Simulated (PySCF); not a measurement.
Stretching CuCl

Set-up: Cu def2-TZVPP, Cl def2-TZVPP; no relativity (PySCF 2.14). Energies in eV from Cu (3d10 4s1) + Cl in their ground configurations at the same level. State: ¹Σ⁺ (singlet), closed shell.

```tsv
R (Å)	ωB97X
1.790	-3.012
1.874	-3.517
1.957	-3.786
2.019	-3.877
2.082	-3.898
2.144	-3.866
2.228	-3.766
2.332	-3.575
2.457	-3.292
2.623	-2.875
```

Task: Put a parabola through the three lowest points of the ωB97X curve and estimate Re, k and ωe (reduced mass 22.48 u; 1 eV/Å² = 0.16022 mdyn/Å; ωe = 1302.8·√(k/μ) cm⁻¹).

Result: Through R = 2.019, 2.082, 2.144 Å the second-order coefficient is 6.80 eV/Å², so Re ≈ 2.075 Å, k ≈ 2.18 mdyn/Å and ωe ≈ 405 cm⁻¹. A polynomial fit of higher order to the unrounded ωB97X energies gives Re = 2.073 Å, k = 2.23 mdyn/Å, ωe = 410 cm⁻¹; anharmonicity and rounding make the difference.

The higher-order fit for each curve: ωB97X: Re = 2.073 Å, ωe = 410 cm⁻¹, De = 3.90 eV.
